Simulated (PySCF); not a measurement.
Radial density of Mn²⁺ (manganese, charge +2)

TPSSh, [Ar] 3d4 4s1, high-spin 6D determinant (an excited configuration). Calculation: PySCF 2.14, in aug-cc-pVTZ (8s7p5d3f2g, 93 functions); the non-relativistic Hamiltonian (point nucleus).

| r (bohr) | 4πr²ρ (e/bohr) | 4πr²(ρα − ρβ) |
| --- | --- | --- |
| 0.00108 | 0.1475 | 0.0001 |
| 0.00182 | 0.4021 | 0.0003 |
| 0.00306 | 1.069 | 0.0007 |
| 0.00515 | 2.725 | 0.0018 |
| 0.00867 | 6.470 | 0.0043 |
| 0.0146 | 13.64 | 0.0089 |
| 0.0245 | 23.61 | 0.0142 |
| 0.0413 | 29.86 | 0.0134 |
| 0.0694 | 25.56 | 0.0055 |
| 0.117 | 24.64 | 0.0489 |
| 0.196 | 33.13 | 0.3039 |
| 0.330 | 18.80 | 1.2712 |
| 0.555 | 12.56 | 3.3436 |
| 0.934 | 12.32 | 3.3656 |
| 1.57 | 2.863 | 1.5194 |
| 2.64 | 0.5953 | 0.5752 |
| 4.45 | 0.04431 | 0.0443 |
| 7.48 | 0.0003029 | 0.0003 |
| 12.6 | 1.238e-05 | 0.0000 |
